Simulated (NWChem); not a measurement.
System: CH4Be; SMILES [BeH][CH3]

Input file for NWChem:

```
start job
memory heap 200 mb stack 900 mb global 1100 mb
geometry units angstroms noautosym nocenter noautoz
  Be     0.000000     0.000000    -1.060594
  H      0.000000     0.000000    -2.404968
  C      0.000000     0.000000     0.618921
  H      0.723573     0.731248     1.044286
  H      0.271493    -0.992256     1.044286
  H     -0.995066     0.261008     1.044286
end
basis spherical
  * library 6-31+g*
end
dft
  xc b3lyp
  iterations 150
end
property
  response 1 0.0
end
task dft property
```

The geometry was optimised at PBE-D3(BJ)/def2-SVP.

Static field.

Q: Give the results of this calculation. (B3LYP/6-31+G* (spherical d).) Quantities: isotropic polarisability (bohr³); anisotropy (bohr³).

A: The isotropic polarisability (bohr³) is 28.3 and the anisotropy (bohr³) is 6.5.
